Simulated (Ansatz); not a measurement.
Born–Oppenheimer molecular dynamics of CH7BN2 (11 atoms, charge 0, multiplicity 1). It starts from a relaxed structure.

All numbers below come from RKS CAM-B3LYP-D4/6-31G in Ansatz.

```
ensemble        : NVT, Langevin thermostat
time step       : 0.5 fs
steps asked     : 250
set temperature : 3000 K
friction        : 0.005 /fs
seed            : 658150
```

First frame:

```xyz
11
Properties=species:S:1:pos:R:3
B 0.039 -0.013 0.015
N 0.026 -0.154 1.429
H -0.833 -0.183 1.952
H 0.858 -0.234 1.993
N 1.268 0.024 -0.694
H 2.173 -0.046 -0.256
H 1.298 0.124 -1.695
C -1.332 0.100 -0.769
H -1.937 -0.804 -0.632
H -1.929 0.943 -0.399
H -1.192 0.243 -1.846
```

**Question.** How far do the bonds stretch over the last three quarters of this one trajectory? (Pairs bonded in most of those frames.)

**Answer.** 
```
  bond  mean (Å)  spread (Å)  shortest  longest
 B1–N2     1.468       0.082      1.33     1.64
 B1–N5     1.447       0.034      1.38     1.50
 B1–C8     1.617       0.077      1.49     1.78
 N2–H3     1.038       0.085      0.87     1.20
 N2–H4     1.022       0.048      0.93     1.12
 N5–H6     1.024       0.045      0.93     1.12
 N5–H7     1.026       0.058      0.92     1.14
 C8–H9     1.110       0.043      1.01     1.23
C8–H10     1.106       0.037      1.03     1.17
C8–H11     1.106       0.033      1.03     1.18
```

Mean temperature of the second half: 1491 K. The mean temperature of the second half is 50 % below the set value. A run of 0.12 ps of so small a system gives no equilibrium averages. Limits of this set-up: no polarisation functions.

Run time: 5.4 min on 1 thread of Intel(R) Xeon(R) 6975P-C (Granite Rapids), with other jobs on the host, peak memory 0.14 GiB.
